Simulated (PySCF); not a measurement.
Species: 2,4-dimethylbenzoyl chloride, C₉H₉ClO.
Atom-mapped SMILES: `[CH3:1][c:2]1[cH:3][cH:4][c:5]([C:6](=[O:7])[Cl:8])[c:9]([CH3:10])[cH:11]1`

Structure used (GFN2-xTB), in Å, numbered top down from 1:
```xyz
20
C9H9ClO angstrom
C     -2.9684   -0.2834   -0.5776
C     -1.5457    0.0663   -0.2802
C     -1.1740    1.3805   -0.0110
C      0.1359    1.6904    0.2750
C      1.1239    0.7007    0.3081
C      2.5117    1.0163    0.6155
O      3.4291    0.2735    0.7723
Cl     2.8565    2.7678    0.7630
C      0.7620   -0.6382    0.0440
C      1.7516   -1.7546    0.0595
C     -0.5659   -0.9162   -0.2461
H     -3.4811   -0.5534    0.3463
H     -3.4921    0.5615   -1.0180
H     -3.0284   -1.1332   -1.2534
H     -1.9187    2.1622   -0.0303
H      0.4080    2.7127    0.4811
H      1.2747   -2.6922   -0.2157
H      2.5697   -1.5535   -0.6301
H      2.1932   -1.8573    1.0495
H     -0.8473   -1.9390   -0.4549
```

NICS = −σ at a ghost point: NICS(0) at the centroid of the ring atoms, NICS(1) 1 Å to either side along the normal of their mean plane, zz for the tensor component along that normal. Level: GIAO PBE0/pcSseg-1 (PySCF, non-relativistic, gas phase) on the GFN2-xTB geometry, one conformer.

Ring bond lengths (Å), with Mayer bond orders in brackets: C2–C3 1.392 (1.38), C3–C4 1.376 (1.48), C4–C5 1.399 (1.36), C5–C9 1.412 (1.29), C9–C11 1.387 (1.45), C11–C2 1.388 (1.39).

Task: Give the NICS values of each ring in ppm.

Result: 
| ring | type | NICS(0) | NICS(1), two faces | NICS(1)zz, two faces | rms pucker (Å) | centre to ring atoms, mean (Å) |
| --- | --- | --- | --- | --- | --- | --- |
| C2–C3–C4–C5–C9–C11 | 6-membered carbocycle; formal bonds all aromatic | -8.1 | -10.8 / -10.9 | -25.2 / -25.4 | 0.00 | 1.39 |

Task: What can be read from them?

Result: 
- C2–C3–C4–C5–C9–C11: mean NICS(1)zz -25.3 ppm, shielded. For a flat ring without four-coordinate atoms the NICS criterion counts such a value as aromatic.

Task: What does the geometric index give? HOMA = 1 − mean of α(R − Ropt)² over the ring bonds, with Krygowski's 1993 parameters (CC: Ropt 1.388 Å, α 257.7 Å⁻²).

Result: 
- C2–C3–C4–C5–C9–C11: HOMA 0.96 = 1 − EN − GEO, with mean bond length 1.392 Å, EN = α(Ropt − mean)² = 0.005 and GEO = α × variance = 0.031. The geometric and the magnetic index point the same way.

Time: 91 s wall (grids of density and orbitals included); peak memory 1.1 GiB. Hardware: an Intel Xeon Platinum 8259CL at 2.50 GHz with one thread (shared host). This is the whole shielding run at PBE0/pcSseg-1, SCF included.
